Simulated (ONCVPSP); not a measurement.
**aluminium: one change to an ONCV potential, before and after**

* Element: aluminium (Al)
* Generator: ONCVPSP 4.0.1
* Type: optimised norm-conserving Vanderbilt (ONCV)
* Functional: LDA (Perdew-Wang 92)
* Relativity: non-relativistic
* Frozen core: [Ne]
* Valence charge: 3
* Reference configuration: 3s2 3p1
* Partial waves: 3s: rc 1.70 bohr, ncon 4, nbas 9, qcut 3.3 1/bohr, 2 projectors, debl 2.8 Ha; 3p: rc 2.50 bohr, ncon 4, nbas 8, qcut 2.7 1/bohr, 1 projector; d scattering state at 0.36 Ha: rc 2.65 bohr, ncon 4, nbas 7, qcut 3.1 1/bohr, 1 projector
* Local potential: polynomial inside 1.05 bohr (lpopt 5, dvloc0 0 Ha)
* Core correction: Teter function, fcfact 2.75, rcfact 1.1

Change: s: rc 1.78.

Cutoffs: the cutoffs (Ha) at which the residual kinetic energy of the hardest occupied pseudo-wave falls to 1 and 0.1 mHa per electron; they do not see the model core or the augmentation charge, which bear on the density cutoff. Errors are all-electron minus pseudo energies relative to the spin-unpolarised reference configuration.

Q: What does the change do?

A: The potential gets harder (5.6 Ha and 18 Ha → 5.6 Ha and 23 Ha); the errors of the 4 common tests hardly move; neither file shows a bound ghost.

| quantity | base | changed |
| --- | --- | --- |
| cutoff, loose | 5.6 Ha | 5.6 Ha |
| cutoff, tight | 18 Ha | 23 Ha |
| bound ghosts | none | none |
| GHOST(+) flags under 300 eV | d at 54.1 eV, s at 95.5 eV | d at 54.1 eV, s at 94.3 eV |
| error for 3s2 3p0, meV [ΔE 5.85 eV] | +2.1 | +2.1 |
| error for 3s1 3p0, meV [ΔE 25.19 eV] | +58 | +58 |
| error for 3s2 3p0.5, meV [ΔE 2.13 eV] | +0.4 | +0.4 |
| error for 3s0 3p3, meV [ΔE 10.43 eV] | +24 | +23 |
| p: phases at 2.54 bohr within 0.05 rad from the reference energy up to (Ha; the scan ends near 5) | 1.0 | 1.0 |
| d: phases at 2.69 bohr within 0.05 rad from the reference energy up to (Ha; the scan ends near 5) | 1.5 | 1.5 |
| rms error of d²Exc/dni dnj with the model core, mHa | 2.36 | 2.36 |

Base: The cutoffs count occupied waves only; projector 2 of the s channel, the hardest unoccupied one, needs 43 Ha at the loose tolerance. Changed file: The cutoffs count occupied waves only; projector 2 of the s channel, the hardest unoccupied one, needs 22 Ha at the loose tolerance.
